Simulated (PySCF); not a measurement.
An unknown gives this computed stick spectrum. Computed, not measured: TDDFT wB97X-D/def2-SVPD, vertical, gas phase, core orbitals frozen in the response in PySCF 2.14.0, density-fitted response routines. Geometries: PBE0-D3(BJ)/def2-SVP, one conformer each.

```csv
state,λ (nm),f
S1,237.5,0.0024
S2,204.3,0.028
S3,183.5,0.058
S4,176.6,0.189
S5,173.2,0.014
S6,169.8,0.026
S7,164.9,0.011
S8,162.4,0.019
S9,161.5,0.0023
S10,161.0,0.0095
```

Triplets computed (Tamm–Dancoff): 3.63, 4.12, 5.99, 6.40 eV.

Problem. Which candidate is it? All have the formula C9H9N.
A. `N#CCC1=C[C@@H]2C=C[C@H]1C2`
B. `C=NC1=C[C@H]2C=C[C@@H]1C=C2`
C. `C=C=C(C)C1=CC=NC=C1`

Solution. A. Its S1, at 5.22 eV, is the highest among the candidates; the nearest of the others has S1 at 4.88 eV. S1 is HOMO→LUMO (98%). Löwdin shares by element: HOMO carbon 83% or more (atoms not listed hold the other 17%); LUMO carbon 64% or more (atoms not listed hold the other 36%). At the same level the other candidates give, for their lowest levels:
- `C=C=C(C)c1ccncc1`: 254 nm (f 0.003); 238 nm (f 0.175); 236 nm (f 0.237); 229 nm (f 0.000); 227 nm (f 0.000); T1 3.50 eV; HOMO -8.70, LUMO 0.29 eV
- `C=NC1=C[C@H]2C=C[C@@H]1C=C2`: 302 nm (f 0.055); 249 nm (f 0.001); 243 nm (f 0.007); 218 nm (f 0.035); 208 nm (f 0.009); T1 3.00 eV; HOMO -7.71, LUMO 0.72 eV
